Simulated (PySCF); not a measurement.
Isomers of C5H7F3S, one GFN2-xTB conformer each. Single-point energies are computed at PBE0/pcSseg-1 (PySCF, gas phase, no added dispersion term), electronic only.

Question: Rank them by PBE0/pcSseg-1 energy, lowest first (kJ/mol).
A. `[CH3:1][CH2:2][CH2:3][C@:4]1([F:5])[S:6][C:7]1([F:8])[F:9]` with C1–C2–C3–C4 -65°, C2–C3–C4–F5 -53°
B. `[CH3:1][S:2]/[CH:3]=[C:4](/[CH2:5][F:6])[CH:7]([F:8])[F:9]` with C1–S2–C3–C4 180°, C3–C4–C5–F6 0°, C3–C4–C7–F8 -121°

Answer: A (0.0), B (12.2).

As drawn, the lower has a three-membered ring, which the higher lacks; the higher has a C=C bond outside aromatic rings, which the lower lacks. GFN2-xTB itself gives, in the same order: 0.0, 13.5. Both levels put the same isomer lowest.

Which frontier levels, dipoles and rotational constants go with these structures?

| SMILES | HOMO (eV, PBE0/pcSseg-1) | LUMO (eV) | dipole (D) | A, B, C (MHz) |
| --- | --- | --- | --- | --- |
| CCC[C@]1(F)SC1(F)F | -7.84 | -0.51 | 2.35 | 1893, 1143, 987.8 |
| CS/C=C(/CF)C(F)F | -6.58 | -0.55 | 2.81 | 1623, 852.2, 624.7 |

As an exercise, what shares would exp(−E/RT) give at 500 K from these electronic energies alone (no entropy, no degeneracies)?

RT = 4.157 kJ/mol: CCC[C@]1(F)SC1(F)F 95.0 %, CS/C=C(/CF)C(F)F 5.0 %.
